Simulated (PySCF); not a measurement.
# Small edits and their spectra

Starting compound: `InChI=1S/C4H5F3OSi/c5-4(6,7)1-3(9)2-8/h1-2H,9H3/b3-1+`.

¹H NMR (500 MHz, computed): δ 10.58 (s, 1H), 7.36 (m, 1H), 4.14 (s, 3H). ¹³C{¹H} NMR (computed): δ 200.0 (CH), 157.9 (C), 151.6 (CH), 130.5 (C).

- geometry: GFN2-xTB
- GIAO PBE0/pcSseg-1 shieldings
- run in PySCF 2.14
- single conformer, relativity neglected, averaged over atoms made equivalent by symmetry, fast rotation or ring inversion, no solvent model

Shifts are taken against calculated references (same method and geometry level): ¹H (31.72 ppm) and ¹³C (186.93 ppm) against TMS. Splittings of carbon signals by F and P are missing where no couplings were computed. Where no couplings were computed, multiplicities follow the n + 1 count of equivalent neighbours, and m marks all less simple cases (inequivalent or close neighbours, rings, F or P nearby). Shifts are as computed. Against solution values, carbons near 30 ppm lie about +3 ppm off and those near 130 ppm about +5 ppm. Of 1211 compounds with measured shifts, 218 miss one by over three times the rms of a fit or turn the order of signals round; such compounds aren't used in these exercises. OH and NH positions are gas-phase values without hydrogen bonding to other molecules.

Problem. What are the spectra after this edit: O inserted into a C-Si bond, giving `O=C/C(=C/C(F)(F)F)O[SiH3]`?

Solution. ¹H NMR (500 MHz, computed): δ 9.93 (s, 1H), 6.29 (m, 1H), 5.40 (s, 3H). ¹³C{¹H} NMR (computed): δ 190.5 (CH), 158.1 (C), 132.7 (C), 115.5 (CH).

Problem. What are the spectra after this edit: H on Si replaced by OH, giving `O=C/C(=C/C(F)(F)F)[SiH2]O`?

Solution. ¹H NMR (500 MHz, computed): δ 10.35 (s, 1H), 6.76 (m, 1H), 5.30 (s, 2H), 2.27 (br s, 1H). ¹³C{¹H} NMR (computed): δ 199.7 (CH), 168.2 (C), 142.2 (CH), 133.4 (C).
